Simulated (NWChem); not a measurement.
System: C2H6NO cation; SMILES CC([NH3+])=O

Q: Give the equilibrium geometry at PBE0/def2-SVP (NWChem) as an XYZ file, with the point group.

A: point group Cs; any orientation.
```
10

C     -0.6706    -1.2976     0.0369
C      0.2315    -0.1262     0.0108
N     -0.5524     1.2562    -0.0466
O      1.3984    -0.0223     0.0247
H     -1.3342    -1.2608     0.9162
H     -1.3033    -1.3237    -0.8654
H     -0.0571    -2.2062     0.0793
H      0.1468     2.0126    -0.0650
H     -1.1430     1.3360    -0.8866
H     -1.1612     1.3936     0.7727
```
